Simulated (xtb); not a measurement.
Sn(H)2(Br)(NH2) (BrH₄NSn), SMILES [NH2][SnH2][Br]. All values are semi-empirical tight-binding results from xtb (GFN2-xTB unless named), good for trends rather than for accurate numbers. Coordinates come from a GFN2-xTB optimisation. The structure was generated by enumeration; whether it is a known compound was not checked. The values are those of a single conformer.

For metal compounds this method's bond lengths and energies can be far off.

Computed properties:
| Property | Value |
|---|---|
| orbital gap | 4.09 eV |
| zero-point energy | 22.6 kcal/mol |
| G − E(el) at 298.15 K (modified RRHO) | 2.8 kcal/mol |
